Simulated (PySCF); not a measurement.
Isomers of CH10F3PSi4, one GFN2-xTB conformer each. Single-point energies are computed at PBE0/pcSseg-1 (PySCF, gas phase, no added dispersion term), electronic only.

```csv
SMILES,GFN2-xTB relative energy (kcal/mol)
FC(F)(F)[SiH2][Si@H]([SiH3])[SiH2]P,127.3
F[Si](F)(F)[SiH2][C@H]([SiH3])[SiH2]P,0.0
```

Conformers: `[F:1][C:2]([F:3])([F:4])[SiH2:5][Si@H:6]([SiH3:7])[SiH2:8][PH2:9]` with C2–Si5–Si6–Si7 44°, Si5–Si6–Si8–P9 81°, Si6–Si8–P9–H 38° and -55°; `[F:1][Si:2]([F:3])([F:4])[SiH2:5][C@H:6]([SiH3:7])[SiH2:8][PH2:9]` with Si2–Si5–C6–Si7 179°, Si5–C6–Si8–P9 55°, C6–Si8–P9–H -91° and 177°.

Problem. What does PBE0/pcSseg-1 give for the same structures?

Solution. 
| SMILES | PBE0/pcSseg-1 E (Eh) | PBE0/pcSseg-1 (kcal/mol) | GFN2-xTB (kcal/mol) | point group |
| --- | --- | --- | --- | --- |
| F[Si](F)(F)[SiH2][C@H]([SiH3])[SiH2]P | -1842.13378 | 0.0 | 0.0 | C1 |
| FC(F)(F)[SiH2][Si@H]([SiH3])[SiH2]P | -1841.94498 | 118.5 | 127.3 | C1 |

Both levels put the same isomer lowest. As drawn, the lower has an Si–F bond, which the higher lacks; the higher has two fluorines on one carbon, which the lower lacks.

Problem. Which frontier levels, dipoles and rotational constants go with these structures?

Solution. 
```tsv
SMILES	HOMO (eV, PBE0/pcSseg-1)	LUMO (eV)	dipole (D)	A, B, C (MHz)
F[Si](F)(F)[SiH2][C@H]([SiH3])[SiH2]P	-7.75	-1.09	2.87	956.9, 442.5, 364.6
FC(F)(F)[SiH2][Si@H]([SiH3])[SiH2]P	-7.45	-1.26	2.50	788.9, 470.3, 403.4
```
